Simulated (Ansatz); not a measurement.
Basis-set series for CH₅BNO, SMILES `CO[B]N` radical. Total charge 0; spin multiplicity 2. All single points use the PBE0-D4/def2-TZVP geometry. It is one conformer, not always the lowest.

Cartesian coordinates in Å:
```
C 1.506 0.579 -0.328
O 0.283 -0.117 -0.429
B -0.679 -0.036 0.512
N -1.888 -0.721 0.418
H 1.553 1.172 0.590
H 2.329 -0.140 -0.332
H 1.614 1.241 -1.190
H -2.117 -1.320 -0.362
H -2.601 -0.658 1.120
```

| functional | basis | functions | energy (Eh) | HOMO (eV) | LUMO (eV) |
| --- | --- | --- | --- | --- | --- |
| PBE0-D4 | def2-SVP | 81 | -195.57683 | -5.17 | -0.54 |
| PBE0-D4 | def2-QZVPP | 378 | -195.81489 | -5.40 | -0.93 |
| ωB97M-V | def2-SVP | 81 | -195.70985 | -6.99 | 1.01 |
| ωB97M-V | def2-QZVPP | 378 | -195.95571 | -7.27 | 0.43 |

Give the rows for def2-TZVPP. (Best estimate.)

Ansatz gave: 
```csv
functional,basis,functions,energy (Eh),HOMO (eV),LUMO (eV)
PBE0-D4,def2-TZVPP,194,-195.80312,-5.37,-0.88
ωB97M-V,def2-TZVPP,194,-195.94444,-7.24,0.52
```

HOMO and LUMO are taken over both spins. Positive LUMOs are unbound and depend on the basis.
